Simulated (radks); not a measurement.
Task: Coherent X-ray form factor from a spherical all-electron density. Method: scalar-relativistic Kohn-Sham, PW91, spin-polarised, spherical densities, point nucleus; computed with a radial shooting solver on a logarithmic mesh with Libxc functionals.

| sin(theta)/lambda (1/angstrom) | f0 (electrons) |
|---|---|
| 0.05 | 27.959 |
| 0.1 | 27.836 |
| 0.15 | 27.633 |
| 0.2 | 27.352 |
| 0.25 | 26.996 |
| 0.3 | 26.570 |
| 0.4 | 25.529 |
| 0.5 | 24.274 |
| 0.6 | 22.859 |
| 0.8 | 19.767 |
| 1 | 16.661 |
| 1.25 | 13.208 |
| 1.5 | 10.494 |
| 2 | 7.214 |

The species is in the configuration that NIST lists as its ground one. Which atom or ion scatters so?

Result: The tin ion Sn22+, [Ar] 3d10. Extrapolating in s^2 from the first two rows gives f0(0) = 28.0, near the electron count 28; among species with that count, the fall with angle is slower the higher Z, and the table is that of Z = 50; from so few rows the species is fixed only to a neighbour or two.
